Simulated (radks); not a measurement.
Problem. The mean radii <r> (bohr) of the occupied orbitals of an atom or ion are listed with their occupations. Method: non-relativistic Kohn-Sham, r2SCAN, spin-polarised, spherical densities, point nucleus; meta-GGA in the generalised Kohn-Sham scheme; computed with a radial shooting solver on a logarithmic mesh with Libxc functionals.

| orbital | occ. | <r> |
|---|---|---|
| 1s down | 1 | 0.06420 |
| 1s up | 1 | 0.06420 |
| 2s up | 1 | 0.2956 |
| 2s down | 1 | 0.2949 |
| 2p up | 3 | 0.2611 |
| 2p down | 3 | 0.2604 |
| 3s up | 1 | 0.9106 |
| 3s down | 1 | 0.9136 |
| 3p up | 3 | 0.9709 |
| 3p down | 3 | 0.9736 |
| 4s up | 1 | 3.325 |
| 3d up | 5 | 1.449 |

Name the element and its charge. Open shells, if any, are filled with parallel spins first.

Solution. Z = 24, chromium, charge 0: Cr in [Ar] 3d5 4s1. The 1s radius gives Z: for a bare nucleus <r> = 1.5/Z, 0.0625 bohr for Z = 24, and screening makes it slightly larger (0.06420 here). The occupations add up to 24, and the charge is Z minus that.
